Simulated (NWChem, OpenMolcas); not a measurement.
Predicting a hybrid from its neighbours: GaSiH3F2

GaSiH3F2 has 7 atoms, charge 0, and is taken as a singlet. As SMILES, `[F][Ga]([F])[SiH3]`. Geometry: relaxed at PBE0-D4/def2-TZVP.

The HOMO–LUMO gap y, in eV, basis 6-31G(d); a is the functional's share of exact exchange. Programs: NWChem 7.3.0, OpenMolcas 26.06.

| functional | program | a | y (eV) |
| --- | --- | --- | --- |
| r2SCAN | OpenMolcas | 0 | 5.84 |
| revPBE | OpenMolcas | 0 | 5.37 |
| B3LYP | NWChem | 0.2 | ? |
| PBE0 | OpenMolcas | 0.25 | 7.42 |
| BHLYP | OpenMolcas | 0.5 | 9.32 |

Fit y = c + s·a to the known rows and predict B3LYP.


1. Means of the 4 rows: a = 0.1875, y = 6.987.
2. Σ(Δa)² = 0.17188, Σ(Δa·Δy) = 1.2744, so the slope is 1.2744/0.17188 = 7.4145.
3. Intercept: 6.987 − (7.4145) × 0.1875 = 5.597. The largest residual of the fit is 0.24.
4. B3LYP: 5.597 + (7.4145) × 0.2 = 7.08 eV.

The run gave 6.95 eV, so the prediction is off by +0.13 eV, within the largest residual. Exact exchange lowers occupied levels and raises empty ones. The rows mix families of semi-local functionals, which the line can't see.
